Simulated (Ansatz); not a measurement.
A nudged elastic band was laid between two geometries of ClH3Sn + FH (7 atoms, charge 0, multiplicity 1).

Theory: RKS B3LYP-D4/def2-SVP in Ansatz 0.2.0.

```json
{
 "movable images": "5",
 "climbing image": "yes",
 "spring": "5.0 eV/Å²",
 "optimiser": "quadratic models (default)",
 "start path": "through a guess of the saddle point",
 "force threshold": "0.05 eV/Å",
 "iteration limit": "60",
 "end points": "relaxed"
}
```

Image 0:

```xyz
7
Properties=species:S:1:pos:R:3
Sn 0.185 0.000 -0.112
Cl 0.136 0.000 2.305
H 1.866 0.000 -0.452
H -0.574 1.447 -0.603
H -0.574 -1.447 -0.603
F -2.622 0.000 1.172
H -1.991 0.000 1.867
```

Image 6:

```xyz
7
Properties=species:S:1:pos:R:3
Sn -0.333 0.000 -0.550
Cl -0.222 0.000 3.396
H 1.123 0.000 0.338
H -0.636 1.437 -1.426
H -0.636 -1.437 -1.426
F -1.769 0.000 0.819
H -1.099 0.000 2.423
```

(1) What changes between the two ends?

(2) What energy profile does the band end with?

(3) What is the geometry of the highest image?

The band took 7 iterations and roughly 70 core-seconds.

Answers

(1) Bonds broken: Sn1–Cl2, F6–H7. Bonds formed: Sn1–F6, Cl2–H7. ClH3Sn + FH becomes ClH + FH3Sn.

(2) The run converged. The highest image is number 3 of 0 to 6, 0.83 eV above the first end and 0.48 eV above the last; the last end lies 0.35 eV above the first. A vibrational analysis at the climbing image gives 2 clearly imaginary modes (410i, 132i cm⁻¹): a point of higher order, so a lower path passes nearby. The orbitals stay closed-shell, which can raise the energy where a bond breaks towards radicals; this wasn't checked here.

| image | path coordinate (Å) | energy (eV) | Sn1–Cl2 (Å) | F6–H7 (Å) | Sn1–F6 (Å) |
| --- | --- | --- | --- | --- | --- |
| 0 | 0.00 | 0.00 | 2.42 | 0.94 | 3.09 |
| 1 | 0.48 | 0.11 | 2.46 | 0.95 | 2.70 |
| 2 | 0.97 | 0.49 | 2.63 | 1.00 | 2.38 |
| 3 | 1.45 | 0.83 | 2.92 | 1.20 | 2.14 |
| 4 | 1.88 | 0.63 | 3.25 | 1.47 | 2.03 |
| 5 | 2.30 | 0.42 | 3.59 | 1.61 | 2.00 |
| 6 | 2.73 | 0.35 | 3.95 | 1.74 | 1.98 |

(3) 
```xyz
7
Properties=species:S:1:pos:R:3
Sn -0.229 0.000 -0.221
Cl -0.026 0.000 2.694
H 1.459 0.000 0.068
H -0.717 1.459 -0.970
H -0.717 -1.459 -0.970
F -1.999 0.000 0.982
H -1.345 0.000 1.992
```

Run time: 68 s on 1 thread of AMD EPYC 9R45 96-Core Processor (Zen 5), on a shared host, peak memory 0.17 GiB.
